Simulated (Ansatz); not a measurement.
Isolated molecules relaxed with PBE0-D4/def2-TZVP in Ansatz; ΔE leaves out vibrations. CCSD(T)/CBS is the MP2 limit (def2-TZVPP, def2-QZVPP) plus CCSD(T) − MP2 in def2-TZVPP, frozen cores. This one scheme is used for every species. Functionals use def2-TZVPP. For Ga outer-core shells are correlated without core-valence functions, which leaves a few kJ/mol of doubt a bond. Scalar relativity is left out up to krypton. Each species was taken in one conformer, which may not be the lowest.

`C[O][Ga]([OH])[O]C` + `C[SiH3]` → `C[O][Ga]([OH])[CH2][SiH3]` + CH₃OH  (formal exchange of groups at a Ga–O bond)

(1) Is it downhill or uphill in electronic energy at CCSD(T)/CBS, and by how much? (Best estimate.)

(2) What do these levels give: ωB97X-V, ωB97M-V, r2SCAN, HF/def2-QZVPP, MP2/def2-QZVPP, SCS-MP2/def2-QZVPP? (Estimate.)

Largest T1 diagnostic among the species: 0.014.

## Answers

(1) Computed: Uphill: ΔE = +0.39 eV.

(2) The calculation gave: ωB97X-V 0.47, ωB97M-V 0.42, r2SCAN 0.47, HF/def2-QZVPP 0.62, MP2/def2-QZVPP 0.43, SCS-MP2/def2-QZVPP 0.48 eV.

In def2-TZVPP, CCSD(T) changes the Hartree–Fock value by −0.14 eV (the triples alone add −0.01 eV) and MP2 by −0.14 eV. The D4 term adds −0.04 eV with B3LYP and −0.02 eV with PBE0; it sums over pairs of atoms, weighted by their polarisabilities, and B3LYP, whose exchange is more repulsive, gets the larger term.

B3LYP here is the variant with VWN-RPA as its local correlation; programs differ in this.
